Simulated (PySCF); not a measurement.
C3H8BFO. Atoms are numbered in the order given.

```xyz
14

C      2.4142    -0.3247     0.1217
C      0.9468    -0.7257    -0.0089
B     -0.1067     0.4256     0.1168
F      0.2887     1.6545     0.4766
C     -1.6455     0.2276    -0.1524
O     -2.0374    -1.0652    -0.5922
H      2.7007     0.3928    -0.6634
H      2.6105     0.1652     1.0883
H      3.0901    -1.1904     0.0418
H      0.7397    -1.2530    -0.9607
H      0.6786    -1.4823     0.7599
H     -2.2313     0.5726     0.7315
H     -1.9350     0.9382    -0.9509
H     -1.7114    -1.7024     0.0553
```
Charge 0, spin multiplicity 1.

Coordinates come from a r2SCAN-D4/def2-SVP optimisation. The structure was generated by enumeration, and PubChem lists no compound with its InChIKey, so it may never have been made. Other conformers were not sampled.

Method: PySCF with PBE/pcSseg-1.

GIAO shieldings, no solvent; atoms listed in one row are averaged. δ = σ(ref) − σ: ¹³C against TMS (σ = 182.0 ppm); ¹¹B against BF3 (σ = 83.9 ppm); ¹⁹F against CFCl3 (σ = 133.6 ppm); ¹⁷O against H2O (σ = 334.3 ppm); ¹H against TMS (σ = 31.49 ppm), references at their B3LYP-D3(BJ)/def2-TZVP geometries, non-relativistic.

Computed chemical shifts:
```tsv
nucleus	atoms	count	δ (ppm)
¹³C	C5	1	65.6
¹³C	C2	1	18.2
¹³C	C1	1	9.2
¹¹B	B3	1	52.9
¹⁹F	F4	1	-44.8
¹⁷O	O6	1	13.9
¹H	H12	1	4.11
¹H	H13	1	3.87
¹H	H10	1	2.03
¹H	H7, H8, H9	3	1.29
¹H	H11	1	1.22
¹H	H14	1	-0.56
```
